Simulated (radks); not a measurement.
Question: Coherent X-ray form factor from a spherical all-electron density. Method: Dirac Kohn-Sham, PBE, spin-unpolarised, spherical densities, point nucleus; computed with a radial shooting solver on a logarithmic mesh with Libxc functionals.

| sin(theta)/lambda (1/angstrom) | f0 (electrons) |
|---|---|
| 0.05 | 63.387 |
| 0.1 | 61.643 |
| 0.15 | 59.021 |
| 0.2 | 55.852 |
| 0.25 | 52.457 |
| 0.3 | 49.084 |
| 0.4 | 42.949 |
| 0.5 | 37.849 |
| 0.6 | 33.620 |
| 0.8 | 26.975 |
| 1 | 22.205 |
| 1.25 | 18.335 |
| 1.5 | 15.897 |
| 2 | 12.385 |

The species is in the configuration that NIST lists as its ground one. Which atom or ion scatters so?

Answer: The holmium ion Ho3+, [Xe] 4f10. Extrapolating in s^2 from the first two rows gives f0(0) = 64.0, near the electron count 64; among species with that count, the fall with angle is slower the higher Z, and the table is that of Z = 67; from so few rows the species is fixed only to a neighbour or two.
